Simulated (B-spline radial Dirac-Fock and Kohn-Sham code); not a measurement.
ΔSCF core binding energies without Breit or QED terms, calculated with a B-spline atomic structure program.

A sound run for neutral molybdenum, [Kr] 4d5 5s1: The ground state converged in 11 iterations, with total energy -4047.14178 Ha, virial ratio 1.96418 and highest orbital energy -5.77 eV. ΔSCF binding energies: K (1s) 20061.3 eV, L3 (2p3/2) 2532.6 eV, M5 (3d5/2) 234.7 eV.

A second run, with one unsound setting: The ground state had not converged after 2 iterations, with total energy -4044.92112 Ha, virial ratio 1.95040 and highest orbital energy 15.82 eV. ΔSCF binding energies: K (1s) 20103.2 eV, L3 (2p3/2) 2564.0 eV, M5 (3d5/2) 245.7 eV (not all states converged, so these are not final).

```
iter   energy (Ha)        error
   1    -4041.85148786  1.50e+00
   2    -4044.92111942  2.55e-01
```

Q: Which fault fits the second run best?
A. too few iterations
B. speed of light below Z
C. overfilled shell
D. too few quadrature points

A: A. The input had maxit = 2: maxit ends the run before self-consistency.
